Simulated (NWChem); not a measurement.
System: C₂H₄BFN₂; SMILES NB1C=N[C@H]1F

Input file for NWChem:

```
start job
memory heap 200 mb stack 900 mb global 1100 mb
geometry units angstroms noautosym nocenter noautoz
  N      1.034184     1.746554    -0.103198
  B      0.073205     0.782681     0.162650
  C     -1.440337     0.531461    -0.114829
  N     -1.320928    -0.767282    -0.119548
  C      0.069201    -0.796852     0.448001
  F      0.930092    -1.601127    -0.279346
  H      2.024726     1.567178    -0.002811
  H      0.820453     2.666598    -0.464406
  H     -2.384566     1.018672    -0.364944
  H      0.034320    -1.184658     1.471771
end
basis spherical
  N library def2-svp
  B library def2-svp
  C library def2-svp
  F library def2-svp
  H library def2-svp
end
dft
  xc b3lyp
  iterations 150
  mulliken
end
task dft energy
esp
  recalculate
  probe 0.07
  range 0.3
  factor 1.0
  spacing 0.02
end
task esp
```

Excerpt of the output:

```
             Northwest Computational Chemistry Package (NWChem) 7.3.0
             --------------------------------------------------------

                             Geometry "geometry" -> ""
                             -------------------------

 Output coordinates in angstroms (scale by  1.889725989 to convert to a.u.)

  No.       Tag          Charge          X              Y              Z
 ---- ---------------- ---------- -------------- -------------- --------------
    1 N                    7.0000     1.03418400     1.74655400    -0.10319800
    2 B                    5.0000     0.07320500     0.78268100     0.16265000
    3 C                    6.0000    -1.44033700     0.53146100    -0.11482900
    4 N                    7.0000    -1.32092800    -0.76728200    -0.11954800
    5 C                    6.0000     0.06920100    -0.79685200     0.44800100
    6 F                    9.0000     0.93009200    -1.60112700    -0.27934600
    7 H                    1.0000     2.02472600     1.56717800    -0.00281100
    8 H                    1.0000     0.82045300     2.66659800    -0.46440600
    9 H                    1.0000    -2.38456600     1.01867200    -0.36494400
   10 H                    1.0000     0.03432000    -1.18465800     1.47177100

 Effective nuclear repulsion energy (a.u.)     207.6369233473

                                 NWChem DFT Module
                                 -----------------

 Summary of "ao basis" -> "ao basis" (spherical)
 ------------------------------------------------------------------------------
       Tag                 Description            Shells   Functions and Types
 ---------------- ------------------------------  ------  ---------------------
 N                          def2-svp                 6       14   3s2p1d
 B                          def2-svp                 6       14   3s2p1d
 C                          def2-svp                 6       14   3s2p1d
 F                          def2-svp                 6       14   3s2p1d
 H                          def2-svp                 3        5   2s1p

            General Information
            -------------------
          SCF calculation type: DFT
          Wavefunction type:  closed shell.
          No. of atoms     :    10
          No. of electrons :    44
           Alpha electrons :    22
            Beta electrons :    22
          Charge           :     0
          Spin multiplicity:     1
          Use of symmetry is: off; symmetry adaption is: off
          Maximum number of iterations: 150
          AO basis - number of functions:   104
                     number of shells:    48
          Convergence on energy requested:  1.00D-06
          Convergence on density requested:  1.00D-05
          Convergence on gradient requested:  5.00D-04

              XC Information
              --------------
                         B3LYP Method XC Potential
                     Hartree-Fock (Exact) Exchange  0.200
                        Slater Exchange Functional  0.800 local
                    Becke 1988 Exchange Functional  0.720 non-local
              Lee-Yang-Parr Correlation Functional  0.810
                  VWN I RPA Correlation Functional  0.190 local

             Grid Information
             ----------------
          Grid used for XC integration:  medium
          Radial quadrature: Mura-Knowles
          Angular quadrature: Lebedev.
          Tag              B.-S. Rad. Rad. Pts. Rad. Cut. Ang. Pts.
          ---              ---------- --------- --------- ---------
          N                   0.65       49          11.0       434
          B                   0.85       49           8.0       434
          C                   0.70       49          10.0       434
          F                   0.50       49          11.0       434
          H                   0.35       45          11.0       434
          Grid pruning is: on
          Number of quadrature shells:   474
          Spatial weights used:  Erf1

[...]

                     NWChem Electrostatic Potential Fit Module
                     -----------------------------------------

 Atom parameters

 Number of atoms is                                   10
 Number of basis functions is                        104

 Grid parameters

 Maximum number of grid points is                  40291
 Number of grid points is                          40290
 Grid range                                     0.300000 nm
 Grid spacing                                   0.020000 nm
 Probe radius                                   0.070000 nm
 Atom radius factor                             1.000000

 Atomic radii

    1    0.100000
    5    0.158000
    6    0.147000
    7    0.140000
    9    0.128000
 FASTESP  F
  using M.O. file = ./job.movecs

    Atom              Coordinates                           Charge

                                                  ESP

    1 N     0.103418    0.174655   -0.010320   -0.537696
    2 B     0.007321    0.078268    0.016265   -0.075954
    3 C    -0.144034    0.053146   -0.011483    0.237979
    4 N    -0.132093   -0.076728   -0.011955   -0.475691
    5 C     0.006920   -0.079685    0.044800    0.656588
    6 F     0.093009   -0.160113   -0.027935   -0.319429
    7 H     0.202473    0.156718   -0.000281    0.284622
    8 H     0.082045    0.266660   -0.046441    0.298752
    9 H    -0.238457    0.101867   -0.036494    0.016389
   10 H     0.003432   -0.118466    0.147177   -0.085559
                                            ------------
                                                0.000000

 Dipole moment                                  1.696778

 Quadrupole moment Qxx                          1.497953
                   Qyy                         -1.008968
                   Qzz                         -0.488985

 RMS deviation kJ/mol                           0.073986

 RRMS %                                        25.027568
```

Level: B3LYP/def2-SVP. The geometry was optimised at B3LYP/6-31G* (spherical d).
